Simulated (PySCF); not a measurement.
## Polarisability and C₆ of Sb⁺ (antimony, charge +1)

[Kr] 4d10 5s2 5p2, high-spin 3P determinant. Computed with PySCF 2.14 in aug-cc-pwCVDZ-PP with ECP28MDF (6s5p4d1f, 48 functions), with scalar relativity through the core potential. Coupled (time-dependent) response in atomic units; α is the mean over directions. A double-zeta set is small for polarisabilities.

| method | mean α (bohr³) | α xx, yy, zz | C₆ (like pair) | S(−4) |
| --- | --- | --- | --- | --- |
| UHF | 25.97 | 24.54, 26.69, 26.69 | 215.0 | 171.5 |
| PBE | 25.49 | 23.20, 26.63, 26.63 | 206.4 | 174.5 |
| PBE0 | 25.29 | 23.34, 26.27, 26.27 | 205.5 | 167.2 |
| BLYP | 25.44 | 22.97, 26.68, 26.68 | 205.2 | 176.1 |
| HSE06 | 25.40 | 23.35, 26.42, 26.42 | 206.6 | 168.9 |

S(−4) is the Cauchy moment in α(ω) = α(0) + S(−4) ω² + …

Spin-orbit coupling is absent.

α(iu) at HSE06:

```
u (hartree)  α(iu) (bohr³)
          0          25.40
     0.0500          24.98
      0.100          23.83
      0.200          20.21
      0.300          16.29
      0.500          10.42
      0.750          6.486
       1.00          4.487
       1.50          2.662
       2.00          1.862
       3.00          1.135
       5.00         0.5755
```

For an ion, C₆ is the dispersion term alone; charge-induced terms of lower order in 1/R come first.

The components differ because the open shell of this determinant is not spherical; for a pure term their mean is the scalar polarisability.

Energies and moments cover only the electrons outside the core potential.
